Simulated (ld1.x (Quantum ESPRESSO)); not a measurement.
**Nd (Z = 60): ultrasoft pseudisation with revPBE, scalar-relativistic reference atom.**

- Element: neodymium (Nd)
- Generator: ld1.x (Quantum ESPRESSO) 7.5
- Type: ultrasoft
- Functional: revPBE
- Relativity: scalar-relativistic
- Frozen core: [Kr] 4d10 4f3
- Valence charge: 11
- Reference configuration: 5s2 5p6 5d1 6s2 6p0
- Partial waves: 5s (bound): rcut 2.30, rcutus 2.50 bohr; 6s (bound): rcut 2.30, rcutus 2.50 bohr; 5p (bound): rcut 2.20, rcutus 2.45 bohr; 6p (bound, empty): rcut 2.20, rcutus 2.45 bohr; 5d (bound): rcut 2.90, rcutus 3.30 bohr; 5d channel at 1.4 Ry: rcut 2.90, rcutus 3.30 bohr
- Local potential: all-electron potential smoothed inside 2.75 bohr (lloc = -1)
- Core correction: Bessel-smoothed model core, default radius (core density twice the valence density)
- Augmentation charge: PSQ, radius 2.15 bohr

All-electron outer shells of the reference configuration (revPBE, scalar-relativistic, ld1.x):

| shell | level (eV) | outermost node (bohr) | outermost maximum (bohr) |
| --- | --- | --- | --- |
| 4d | -123.13 | 0.29 | 0.62 |
| 5s | -43.69 | 0.72 | 1.31 |
| 5p | -24.67 | 0.77 | 1.48 |
| 4f | -6.88 | – | 0.65 |
| 6s | -3.82 | 1.74 | 3.64 |
| 5d | -2.89 | 0.87 | 2.08 |
| 6p | -1.33 | 2.07 | 4.74 |

Problem. Is the overlap operator S = 1 + Σ q|β⟩⟨β| positive definite (Bessel basis up to 400 Ry)?

Solution. No: its lowest eigenvalue is -0.625, in the p channel, so the generalised eigenproblem breaks down once the basis is large enough.

Its largest configuration-test error is -12 meV (5s2 5p6 5d1 6s1 6p0). Test run stopped at test 2 of 7 (negative rho).

The ghost test of this file was not conclusive. Its overlap operator is not positive definite in a basis up to 400 Ry (lowest eigenvalue p -0.62), so the file is unfit for use: the generalised eigenproblem breaks down once the basis is large enough, and its test numbers describe a broken file.
